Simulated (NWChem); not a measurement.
A series in which one site is exchanged, each optimised at PBE0/def2-SVP with NWChem, gas phase unless a solvent is named. All stand in one matching conformer (torsions within 35°), which need not be the lowest. Low-valent species are run as closed-shell singlets; no triplet was tried in these runs. For some, no frequency run checked for a minimum. def2 effective core potentials on Sn, Pb; no spin-orbit coupling.

A: [Sn]([SH])[OH] (SnH2SO; site = Sn)
B: [OH][Pb][SH] (PbH2SO; site = Pb)
C: O[Si]S (SiH2SO; site = Si)
D: [OH][Ge][SH] (GeH2SO; site = Ge)

```tsv
quantity	A	B	C	D
dipole (D), PBE0/def2-SVP	1.73	[?]	0.77	0.88
orbital gap (eV), PBE0/def2-SVP	5.03	[?]	5.34	5.40
static polarisability, B3LYP/def2-SVPD (bohr³)	71.6	[?]	58.5	61.1
lowest singlet excitation, B3LYP/def2-SVPD, TDA (eV)	3.95	[?]	4.39	4.29
```

### Question
Fill in the missing entries.

### Answer

- dipole (D), PBE0/def2-SVP, B: 2.73
- orbital gap (eV), PBE0/def2-SVP, B: 4.81
- static polarisability, B3LYP/def2-SVPD (bohr³), B: 74.5
- lowest singlet excitation, B3LYP/def2-SVPD, TDA (eV), B: 3.80
